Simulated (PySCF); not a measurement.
**Ionisation energy of Ta⁷¹⁺ by level of theory**

Ta⁷¹⁺ 1s2 → Ta⁷²⁺ 1s1 [1s1/2^1, M_J = 1/2], as a difference of total energies. Computed with PySCF 2.14 in an uncontracted even-tempered set (15 s from 240 bohr⁻², ratio 2.4; 11 p from 310 bohr⁻², ratio 2.4; 3 d from 950 bohr⁻², ratio 2.6; 3 f from 1400 bohr⁻², ratio 2.6), with the two-component X2C-1e Hamiltonian. Correlated levels: nothing frozen; the 24 highest virtual spinors dropped. "Screened" scales the spin-orbit matrix elements by Boettger's factors to mimic the two-electron term; Breit and QED terms are absent.

```tsv
method	ionisation energy (eV)	difference from reference (eV)
GHF (screened spin-orbit)	77040.8	+188.8
GMP2 (screened spin-orbit)	77042.8	+190.8
```

Reference: 76852 ± 0.17 eV (theoretical estimate listed by NIST; NIST Atomic Spectra Database, ionization energies).

For this ion Breit and QED terms and the two-electron picture change, all absent here, outweigh the correlation shift from GHF to GMP2.
